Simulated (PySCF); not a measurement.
**Which element holds H most strongly?**

PBE0 in PySCF with aug-cc-pVDZ(-PP) on every atom (core potentials on Ge, As, Sn, Sb) (tight-d sets on Al to Cl), for the lowest determinant that a PBE0 search found; no spin–orbit coupling. D0 is De less the harmonic zero-point energy.

```json
{"M": "As", "state (unpaired electrons)": "triplet (π ↑↑)", "Re (Å)": "1.539", "ωe (cm⁻¹)": "2156", "D0(MH) (eV)": "2.69"}
{"M": "Sn", "state (unpaired electrons)": "doublet (π ↑)", "Re (Å)": "1.787", "ωe (cm⁻¹)": "1696", "D0(MH) (eV)": "2.45"}
{"M": "Sb", "state (unpaired electrons)": "triplet (π ↑↑)", "Re (Å)": "1.724", "ωe (cm⁻¹)": "1924", "D0(MH) (eV)": "2.41"}
{"M": "Ge", "state (unpaired electrons)": "doublet (π ↑)", "Re (Å)": "1.609", "ωe (cm⁻¹)": "1870", "D0(MH) (eV)": "2.69"}
{"M": "P", "state (unpaired electrons)": "triplet (π ↑↑)", "Re (Å)": "1.436", "ωe (cm⁻¹)": "2378", "D0(MH) (eV)": "3.02"}
```

Order the elements by D0 and give the energy of SnH + Ge → GeH + Sn.

P > As > Ge > Sn > Sb; ΔE = 2.45 − 2.69 = -0.24 eV at PBE0/aug-cc-pVDZ(-PP). Close neighbours can swap at other levels.

Spin–orbit coupling is left out, which matters for elements this heavy, above all for dissociation energies. States were picked by a PBE0 search and need not be the measured ground states.
